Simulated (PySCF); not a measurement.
SMILES Cc1ccc(N)cc1, GFN2-xTB optimised geometry.

```
17

C      2.88     0.00    -0.01
C      1.38    -0.01     0.00
C      0.66    -1.20     0.00
C     -0.72    -1.20     0.00
C     -1.43     0.00     0.00
N     -2.81     0.01    -0.08
C     -0.71     1.20     0.00
C      0.67     1.19     0.00
H      3.27     0.68     0.75
H      3.25     0.32    -0.98
H      3.27    -1.00     0.19
H      1.19    -2.14     0.00
H     -1.26    -2.13     0.00
H     -3.26     0.86     0.23
H     -3.27    -0.83     0.23
H     -1.25     2.14     0.01
H      1.21     2.12     0.01
```

Density from CAM-B3LYP/def2-SVP run with PySCF 2.14.0 at that geometry.

Minimum of the electron density along straight lines between bonded atoms, close to the bond critical point (lines longer than 1.1 times the sum of covalent radii, or with two minima, are not listed):

| bond | length / Å | ρ at the minimum / e bohr⁻³ | ∇²ρ there / e bohr⁻⁵ | position (fraction from the first atom) |
|---|---|---|---|---|
| C1–C2 | 1.500 | [?] | [?] | 0.50 |
| C2–C3 | 1.388 | 0.312 | -0.80 | 0.50 |
| C3–C4 | 1.381 | 0.315 | -0.82 | 0.50 |
| C4–C5 | 1.393 | 0.311 | -0.80 | 0.49 |
| C5–N6 | 1.384 | 0.307 | -0.98 | 0.36 |
| C5–C7 | 1.395 | 0.310 | -0.80 | 0.51 |
| C2–C8 | 1.390 | 0.312 | -0.80 | 0.50 |
| C7–C8 | 1.380 | 0.316 | -0.82 | 0.50 |
| C1–H9 | 1.089 | 0.276 | -1.01 | 0.63 |
| C1–H10 | 1.090 | 0.274 | -1.01 | 0.63 |
| C1–H11 | 1.087 | 0.277 | -1.03 | 0.63 |
| C3–H12 | 1.081 | 0.283 | -1.08 | 0.63 |
| C4–H13 | 1.081 | 0.280 | -1.05 | 0.62 |
| N6–H14 | 1.008 | 0.336 | -1.58 | 0.77 |
| N6–H15 | 1.008 | 0.336 | -1.58 | 0.77 |
| C7–H16 | 1.081 | 0.281 | -1.05 | 0.63 |
| C8–H17 | 1.081 | 0.283 | -1.07 | 0.63 |

### Question
What belongs in the gaps?

### Answer

- C1–C2, ρ at the minimum / e bohr⁻³: 0.256
- C1–C2, ∇²ρ there / e bohr⁻⁵: -0.61
